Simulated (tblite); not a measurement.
Species: C5H9BrGeO.
SMILES with atom numbers: `[GeH3:1][O:2]/[C:3]([Br:4])=[CH:5]/[CH:6]1[CH2:7][CH2:8]1` (hydrogens: H9, H10, H11 on Ge1; H12 on C5; H13 on C6; H14, H15 on C7; H16, H17 on C8)

Computed with GFN2-xTB (tblite), gas phase: L-BFGS steps from a force-field or distance-geometry start until the largest atomic force falls under 0.01 eV/Å.

Geometry at step 3:
```
atom  x, y, z in Å
Ge1     3.6979   -0.2591    0.1937
O2      2.0287    0.1209    0.7998
C3      0.8876    0.2186    0.1227
Br4     0.9842   -0.0700   -1.7978
C5     -0.2833    0.5216    0.6409
C6     -1.5771    0.6071   -0.0717
C7     -2.8121    0.2290    0.6740
C8     -2.2851   -0.6864   -0.3635
H9      3.6566   -1.6194   -0.4370
H10     4.0665    0.8095   -0.7911
H11     4.6446   -0.2482    1.3767
H12    -0.2986    0.6612    1.7149
H13    -1.6825    1.3866   -0.8153
H14    -2.6846   -0.0883    1.6873
H15    -3.7125    0.7549    0.4386
H16    -1.8069   -1.5762   -0.0102
H17    -2.8305   -0.7500   -1.2794
```

Question: What forces act on the atoms?

Answer: 
```tsv
atom	Fx (eV/Å)	Fy (eV/Å)	Fz (eV/Å)
Ge1	-0.043	-0.001	-0.159
O2	0.276	-0.058	0.040
C3	0.570	-0.094	-0.533
Br4	0.213	-0.012	0.193
C5	-0.358	0.210	0.501
C6	0.239	-0.013	-0.047
C7	-0.035	0.131	0.119
C8	0.110	-0.006	-0.129
H9	-0.086	-0.009	-0.014
H10	-0.063	0.029	-0.025
H11	-0.530	0.085	-0.032
H12	-0.041	0.037	0.049
H13	0.197	0.035	-0.023
H14	-0.155	0.072	0.401
H15	-0.313	0.219	0.170
H16	0.082	-0.365	-0.156
H17	-0.062	-0.261	-0.354
```

The largest, 0.79 eV/Å, acts on C3; the rms over all components is 0.218 eV/Å. The forces sum to zero within rounding, as they must for an isolated molecule in no field.

Question: Give the force on C3 in Eh/bohr and in nN.

Answer: 0.786 eV/Å ÷ 51.422 = 0.01529 Eh/bohr, and 0.786 eV/Å × 1.602 = 1.26 nN.

Question: How far is this geometry from the end of the optimisation?

Answer: 0.232 eV above it, and 0.756 Å rms away after alignment. The bonds farthest from their final lengths, with half the difference of the two atoms' forces along the bond (positive lengthens):

```tsv
bond	now (Å)	final (Å)	force along bond (eV/Å)
Ge1–O2	1.816	1.786	-0.12
Ge1–H11	1.515	1.489	-0.10
C3–Br4	1.944	1.927	-0.37
C6–C7	1.491	1.507	+0.14
C5–C6	1.480	1.466	-0.14
C7–C8	1.481	1.493	+0.16
```

The angle farthest from its final value is O2–Ge1–H11, 108.2° against 97.0°.

Of the 6 listed bonds off by 0.010 Å or more, this force points towards the final length in 6.

What follows is the cost of the whole relaxation. On an Arm Neoverse N1 with one thread, shared host with 64 logical CPUs at a one-minute load of 60, this took 2.1 s wall.
